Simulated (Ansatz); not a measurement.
CH4N (SMILES C[NH]), charge 0, multiplicity 2, relaxed at each level with Ansatz (a quantum-chemistry and plane-wave program); harmonic frequencies from differences of analytic forces, average atomic masses, frozen cores. Open shells are unrestricted.

| level | harmonic frequencies (cm⁻¹) | ZPE (eV) | cost over HF/def2-TZVPP (rough) |
|---|---|---|---|
| HF/def2-TZVPP | 288 1067 1071 1128 1434 1544 1603 1613 3124 3166 3234 3644 | 1.421 | ×1 |
| PBE/def2-TZVPP | 239 901 979 1028 1292 1329 1413 1433 2867 2899 3022 3295 | 1.283 | ×1 |
| r2SCAN/def2-TZVPP | 253 945 1010 1047 1335 1383 1471 1482 2944 2986 3090 3385 | 1.322 | ×2 |
| B3LYP/def2-TZVPP | 252 949 1007 1044 1335 1392 1476 1485 2947 2978 3088 3387 | 1.323 | - |
| wB97X-V/def2-TZVPP | 258 954 1010 1077 1340 1403 1485 1490 2988 3035 3126 3443 | 1.339 | ×3 |
| CCSD(T)/cc-pVDZ | 277 949 1003 1054 1350 1394 1478 1479 2982 3041 3125 3347 | 1.331 | ×3 |
